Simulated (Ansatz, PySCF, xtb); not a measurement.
Gas-phase reaction in SMILES: C=CCB(O)CC=C [bis(prop-2-enyl)borinic acid] + 2 B (BH3) + 4 C (CH4) → 2 BC (CH5B) [methylborane] + BO (H3BO) [borinic acid] + 2 C=C (C2H4) + 2 CC (C2H6)
Geometries: B3LYP-D3(BJ)/def2-TZVP minima from Ansatz (a first-principles code), one conformer each, not searched for the lowest. Frequencies are from Ansatz or PySCF.
Geometry of the first species:
```xyz
19

C      2.6472     1.5561     1.4393
C      1.6666     0.6691     1.5620
C      1.4977    -0.5579     0.7202
B      0.2099    -0.5519    -0.1959
O      0.3112    -1.1214    -1.4226
C     -1.1659     0.1094     0.2648
C     -2.3427    -0.3560    -0.5291
C     -2.7598     0.1748    -1.6766
H      2.6985     2.4351     2.0686
H      3.4357     1.4310     0.7056
H      0.9025     0.8439     2.3154
H      1.3905    -1.4333     1.3792
H      2.3872    -0.7374     0.1118
H     -0.5290    -1.0958    -1.9063
H     -1.0222     1.1910     0.1444
H     -1.3221    -0.0521     1.3346
H     -2.8468    -1.2459    -0.1607
H     -2.3005     1.0669    -2.0893
H     -3.5913    -0.2455    -2.2270
```

Property: bond separation energy (enthalpy at 298 K, with B3LYP-D3(BJ) rigid-rotor harmonic-oscillator terms), in kJ/mol. Valence correlation only, unless marked. No spin-orbit coupling. No relativistic terms. CBS(X,Y): correlation extrapolated as X^-3; Hartree-Fock from the larger set. The bracket is a focal-point correction in the basis named.

```json
[
 {"level": "GFN1-xTB", "program": "xtb", "bond separation energy (kJ/mol)": "51.6", "minus last row": "-6.5"},
 {"level": "BLYP-D3(BJ)/def2-TZVPD", "program": "Ansatz + dftd3", "bond separation energy (kJ/mol)": "53.9", "minus last row": "-4.2"},
 {"level": "revPBE-D3(BJ)/def2-TZVPD", "program": "Ansatz + dftd3", "bond separation energy (kJ/mol)": "56.8", "minus last row": "-1.3"},
 {"level": "PBE0/6-31G*", "program": "Ansatz", "bond separation energy (kJ/mol)": "53.5", "minus last row": "-4.6"},
 {"level": "PBE0-D3(BJ)/def2-TZVP", "program": "Ansatz + dftd3", "bond separation energy (kJ/mol)": "56.4", "minus last row": "-1.7"},
 {"level": "PBE0/def2-TZVPD", "program": "Ansatz", "bond separation energy (kJ/mol)": "44.3", "minus last row": "-13.8"},
 {"level": "BHLYP-D3(BJ)/def2-TZVPD", "program": "Ansatz + dftd3", "bond separation energy (kJ/mol)": "54.3", "minus last row": "-3.8"},
 {"level": "HSE06-D4/def2-TZVPD", "program": "Ansatz + dftd4", "bond separation energy (kJ/mol)": "56.3", "minus last row": "-1.8"},
 {"level": "HSE06/def2-TZVPD", "program": "Ansatz", "bond separation energy (kJ/mol)": "44.4", "minus last row": "-13.7"},
 {"level": "CAM-B3LYP-D4/def2-TZVPD", "program": "Ansatz + dftd4", "bond separation energy (kJ/mol)": "53.9", "minus last row": "-4.2"},
 {"level": "B2GP-PLYP-D3(BJ)/def2-TZVPD", "program": "Ansatz + dftd3", "bond separation energy (kJ/mol)": "60.4", "minus last row": "2.3"},
 {"level": "B2GP-PLYP/def2-TZVPD", "program": "Ansatz", "bond separation energy (kJ/mol)": "53.0", "minus last row": "-5.1"},
 {"level": "B2PLYP/def2-TZVPD", "program": "Ansatz", "bond separation energy (kJ/mol)": "48.8", "minus last row": "-9.3"},
 {"level": "MP2/6-31G", "program": "Ansatz", "bond separation energy (kJ/mol)": "71.5", "minus last row": "13.4"},
 {"level": "MP2/cc-pVDZ", "program": "Ansatz", "bond separation energy (kJ/mol)": "65.1", "minus last row": "7.0"},
 {"level": "MP2/aug-cc-pVTZ", "program": "Ansatz", "bond separation energy (kJ/mol)": "72.9", "minus last row": "14.8"},
 {"level": "SCS-MP2/aug-cc-pVTZ", "program": "Ansatz", "bond separation energy (kJ/mol)": "62.7", "minus last row": "4.6"},
 {"level": "CCSD/cc-pVDZ", "program": "Ansatz", "bond separation energy (kJ/mol)": "49.9", "minus last row": "-8.2"},
 {"level": "CCSD(T)/6-31G*", "program": "Ansatz", "bond separation energy (kJ/mol)": "61.6", "minus last row": "3.5"},
 {"level": "CCSD(T)/aug-cc-pVDZ", "program": "Ansatz", "bond separation energy (kJ/mol)": "67.7", "minus last row": "9.6"},
 {"level": "RI-MP2/CBS(cc-pVTZ,cc-pVQZ)+[CCSD(T)-MP2]/cc-pVTZ", "program": "Ansatz", "bond separation energy (kJ/mol)": "58.1", "minus last row": "0.0"}
]
```
